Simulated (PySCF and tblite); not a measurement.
Results of a calculation; reference values are marked as such.
C9H5ClOS, numbered as in [O:1]=[CH:2][c:3]1[cH:4][c:5]2[cH:6][cH:7][cH:8][c:9]([Cl:10])[c:11]2[s:12]1.

Level: PBE0-D3(BJ)/def2-SVP (IEF-PCM, dichloromethane)//GFN2-xTB, thermal terms from GFN2-xTB, symmetry numbers and mirror pairs counted. Conformers within 2.5 kcal/mol (GFN2-xTB free energy) were kept, 2 at most. Codes: tblite and PySCF.

An NOE distance is ⟨r⁻⁶⟩^(−1/6) over all pairs of like atoms and, for the average, over conformers.

Torsions listed: O1–C2–C3–S12.

| conformer | shape | weight % |
| --- | --- | --- |
| 1 | 0° | 94.2 |
| 2 | 180° | 5.8 |

Task: Which H–H contacts under 3.5 Å would NOEs report (pairs on one atom left out) at 298.15 K?

Result: 
| pair | in 1 (Å) | in 2 (Å) | average (Å) |
| --- | --- | --- | --- |
| H7 ··· H8 | 2.46 | 2.46 | 2.46 |
| H6 ··· H7 | 2.47 | 2.47 | 2.47 |
| H2 ··· H4 | 2.58 | 3.90 | 2.61 |
| H4 ··· H6 | 2.78 | 2.79 | 2.78 |

Longer pairs under the limit may be missing.

Task: In a model where alignment follows shape alone (order matrix 0.001 × (3G/tr G − 1)/2, G the second moments of the atom positions; splitting J + 2D), what are the one-bond C–H dipolar couplings D?

Result: H2 0.1 Hz (0.1 in conformer 1), H4 0.8 Hz (0.8 in conformer 1), H6 2.7 Hz (2.7 in conformer 1), H7 -8.6 Hz (-8.6 in conformer 1), H8 -12.5 Hz (-12.5 in conformer 1).
